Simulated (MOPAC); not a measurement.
Input for MOPAC: PM6 on TaS, 2S+1 = 2, a spin state set in the input, which need not be the lowest, a point of a bond scan (R = 2.174 Å).

```
PM6 1SCF PRECISE CHARGE=0 UHF MS=0.5 THREADS=1
STa

Ta     0.00000000 1     0.00000000 1     0.00000000 1
S      0.00000000 1     0.00000000 1     2.17395200 1
```

Output:

```
*******************************************************************************
 **                                                                           **
 **                              MOPAC v23.2.5                                **
 **                                                                           **
 *******************************************************************************
 ** MOPAC's Digital Object Identifier: https://doi.org/10.5281/zenodo.6511958 **
 **                                                                           **
 ** Please cite the open-source release paper for use of this MOPAC version:  **
 ** J. E. Moussa and J. J. P. Stewart (2026)                                  **
 ** MOPAC: An open-source semiempirical molecular orbital program             **
 ** J. Open Source Softw., 11(119), 8025, https://doi.org/10.21105/joss.08025 **
 *******************************************************************************

                              PM6 CALCULATION RESULTS

 *******************************************************************************
 *  PM6        - The PM6 Hamiltonian to be used
 *  UHF        - UNRESTRICTED HARTREE-FOCK CALCULATION
 *
 *
 *
 *                 CHARGE ON SYSTEM = 0
 *
 *
 *
 *  MS=        - IN MECI, MAGNETIC COMPONENT OF SPIN =  0.5
 *  PRECISE    - TIGHTER CRITERIA TO BE USED
 *  1SCF       - DO 1 SCF AND THEN STOP
 *  THREADS=1  - MULTI-THREADING NOT USED
 *  T=         - A TIME OF 172800.0 SECONDS REQUESTED
 *  DUMP=N     - RESTART FILE WRITTEN EVERY 7200.0 SECONDS REQUESTED
 *******************************************************************************
PM6 1SCF PRECISE CHARGE=0 UHF MS=0.5 THREADS=1
 STa

   ATOM   CHEMICAL          X               Y               Z
  NUMBER   SYMBOL      (ANGSTROMS)     (ANGSTROMS)     (ANGSTROMS)

     1      Ta          0.00000000  *   0.00000000  *   0.00000000  *
     2       S          0.00000000  *   0.00000000  *   2.17395200  *



          CARTESIAN COORDINATES

    NO.       ATOM           X           Y           Z

     1        Ta          0.0000      0.0000      0.0000
     2         S          0.0000      0.0000      2.1740

 General Reference for PM6:
 "Optimization of Parameters for Semiempirical Methods V: Modification of NDDO Approximations
 and Application to 70 Elements", J. J. P. Stewart, J. Mol. Mod., 13, 1173-1213 (2007)
 URL: https://link.springer.com/article/10.1007/s00894-007-0233-4

           Empirical Formula: Ta S  =     2 atoms



      MOLECULAR POINT GROUP   :   C*v


          UHF CALCULATION, NO. OF ALPHA ELECTRONS =    6
                           NO. OF BETA  ELECTRONS =    5

 -------------------------------------------------------------------------------
 PM6 1SCF PRECISE CHARGE=0 UHF MS=0.5 THREADS=1
 STa



     1SCF WAS SPECIFIED, SO BFGS WAS NOT USED
     SCF FIELD WAS ACHIEVED


                              PM6 CALCULATION
                                                       MOPAC v23.2.5 Linux




          FINAL HEAT OF FORMATION =        112.90914 KCAL/MOL =     472.41183 KJ/MOL


          COSMO AREA              =        103.58 SQUARE ANGSTROMS
          COSMO VOLUME            =         93.84 CUBIC ANGSTROMS

          IONIZATION POTENTIAL    =          6.613614 EV
          ALPHA SOMO LUMO (EV)    =         -7.408  1.681
          BETA  SOMO LUMO (EV)    =         -6.614  2.081
          NO. OF ALPHA ELECTRONS  =          6
          NO. OF BETA  ELECTRONS  =          5
          MOLECULAR WEIGHT        =        213.0079         POINT GROUP:  C*v

          MOLECULAR DIMENSIONS (Angstroms)

            Atom       Atom       Distance
            S     2   Ta     1     2.17395
            S     2   Ta     1     0.00000
           Ta     1    S     2     0.00000


          SCF CALCULATIONS        =          1





   ATOM   CHEMICAL          X               Y               Z
  NUMBER   SYMBOL      (ANGSTROMS)     (ANGSTROMS)     (ANGSTROMS)

     1      Ta          0.00000000  *   0.00000000  *   0.00000000  *
     2       S          0.00000000  *   0.00000000  *   2.17395200  *

                             CARTESIAN COORDINATES

   1   Ta        0.000000000     0.000000000     0.000000000
   2    S        0.000000000     0.000000000     2.173952000


           Empirical Formula: Ta S  =     2 atoms



      MOLECULAR POINT GROUP   :   C*v


          ALPHA EIGENVALUES
 -25.08704  -9.94527  -9.29232  -9.29232  -8.27561  -7.40770   1.68131   1.68131
   1.84315   2.55543   3.00019   3.15621   3.63609   3.63609   4.37258  45.42900
  45.42900  46.17627


           BETA EIGENVALUES
 -26.36284  -9.91286  -9.17952  -9.17952  -6.61361   2.08079   2.08079   2.34108
   2.73385   2.77640   3.22086   3.44529   4.14183   4.14183   4.79804  47.04049
  47.80267  47.80267


              NET ATOMIC CHARGES AND DIPOLE CONTRIBUTIONS

  ATOM NO.   TYPE          CHARGE      No. of ELECS.   s-Pop       p-Pop       d-Pop
    1         Ta           0.313824        4.6862     1.88551     0.00124     2.79942
    2          S          -0.313824        6.3138     1.92634     4.31221     0.07527
 DIPOLE           X         Y         Z       TOTAL
 POINT-CHG.     0.000     0.000    -3.277     3.277
 HYBRID         0.000     0.000     0.358     0.358
 SUM            0.000     0.000    -2.919     2.919


          ATOMIC ORBITAL ELECTRON POPULATIONS

     Atom    s        px        py        pz      x^2-y^2     xz        z^2       yz        xy
    1 Ta   1.88551   0.00003   0.00003   0.00118   0.99674   0.56621   0.67025   0.56621   0.00000
    2  S   1.92634   1.40311   1.40311   1.50599   0.00326   0.03064   0.01073   0.03064   0.00000


                    (SZ)    =    0.500000
                    (S**2)  =    0.800831


          ATOMIC ORBITAL SPIN POPULATIONS

    Atom   Total    s     px     py     pz   x^2-y^2  xz     z^2    yz     xy
         Atomic
    1 Ta  1.2761 -0.043  0.000  0.000  0.000  0.997  0.100  0.122  0.100  0.000
    2  S -0.2761 -0.002 -0.108 -0.108 -0.083  0.003  0.008  0.005  0.008  0.000

 **********************
 *                    *
 * JOB ENDED NORMALLY *
 *                    *
 **********************




 == MOPAC DONE ==
```

The run finished.

Cost: very roughly 0.020 core-seconds.
